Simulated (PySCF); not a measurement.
Compound: H7N3Si2 (charge +1 and doublet state).
Structure used (GFN2-xTB), in Å, numbered top down from 1:
```xyz
12
H7N3Si2 angstrom
N      2.0860    0.2465   -0.0815
Si     0.6736   -0.7017    0.0412
N     -0.5748   -0.2257   -1.1181
Si    -1.7612    0.4214    0.0087
N     -0.5160   -0.0320    1.1664
H      3.0181   -0.1343   -0.0578
H      2.0838    1.2507   -0.1829
H      0.8861   -2.1222    0.1600
H     -0.5790   -0.2759   -2.1225
H     -2.9652   -0.3875    0.1056
H     -1.8817    1.8700   -0.1087
H     -0.4685    0.0899    2.1636
```

The hyperfine couplings belong to this conformer and change with its torsions.

Identity: `[NH2+][SiH]1N[SiH2]N1` [radical] (charge +1).

Level of theory: PySCF 2.14.0, UKS B3LYP, pcH-1 on H N Si, non-relativistic, mean-field spin-orbit, GIAO. One conformer (not necessarily the lowest) at the GFN2-xTB geometry, without solvent, vibrations or thermal averaging. The geometry wasn't refined by DFT: couplings that depend on bond lengths, twists or pyramidal angles can differ widely from those at the functional's own minimum, by a factor of two or more for some ions and for spin on atoms past the first row. The SCF solution wasn't tested for stability.

Q: Give the principal g shifts and their parts.

A: 
| Δg (ppm) | 1 | 2 | 3 |
| --- | --- | --- | --- |
| relativistic mass correction | -225 | -225 | -225 |
| gauge correction | 7 | 57 | 51 |
| orbital Zeeman/spin–orbit | 449 | 1659 | 3587 |
| total | 231 | 1491 | 3412 |

So g = 2.00255, 2.00381, 2.00573 and g_iso = 2.00403; the tensor is rhombic: the two nearest values differ by 40 % of g3 − g1. Axes: g3 points within 3° of the N3–H9 bond.

Q: What are the electron Larmor frequencies g μB B/h along the three axes at 350 mT?

A: 9.8099, 9.8160, 9.8254 GHz for g1, g2 and g3, a range of 15.6 MHz.

Q: At 9.398 GHz, how far is the centre of the isotropic spectrum from where a free electron (g = 2.002319) resonates?

A: B = hν/(g μB) with μB/h = 13.99624 MHz/mT gives 335.34 mT for the free electron and 335.06 mT at g_iso, 0.29 mT lower.

Q: What effective moment and Curie constant follow for a powder?

A: With the mean of g² = 4.0161 and S(S+1) = 0.75: μ_eff = √(⟨g²⟩S(S+1)) = 1.736 μB and χT = 0.12505·⟨g²⟩·S(S+1) = 0.377 cm³ K/mol (cgs; spin-Hamiltonian part alone).

Q: In a frozen sample, at which fields do the three g values resonate at 9.5, 34, 94 and 263 GHz (hyperfine left aside), and which band first spreads them over more than twice a line width of 0.5 mT?

A: 
| band | GHz | B(g3) mT | B(g2) mT | B(g1) mT | spread mT |
| --- | --- | --- | --- | --- | --- |
| X | 9.5 | 338.41 | 338.73 | 338.94 | 0.54 |
| Q | 34.0 | 1211.14 | 1212.30 | 1213.06 | 1.92 |
| W | 94.0 | 3348.45 | 3351.66 | 3353.77 | 5.32 |
| J | 263.0 | 9368.53 | 9377.51 | 9383.41 | 14.88 |

The spread grows in proportion to the frequency. Q band is the first where it exceeds 1.0 mT.

The largest Mulliken spin populations are on N5 (+0.50), N3 (+0.49), N1 (+0.17) and Si2 (-0.06). Three atoms exceed +0.15.

The HOMO–LUMO gaps are 7.80 eV among the α and 1.98 eV among the β orbitals.

Time: 25 s (grids of density and orbitals included); peak memory 0.75 GiB. Hardware: one thread, AMD EPYC 9R45 (x86_64), no GPU, on a shared host.

The SMILES draws the unpaired electron on N1; the largest computed Mulliken spin population is on N5 (0.50 against 0.17).
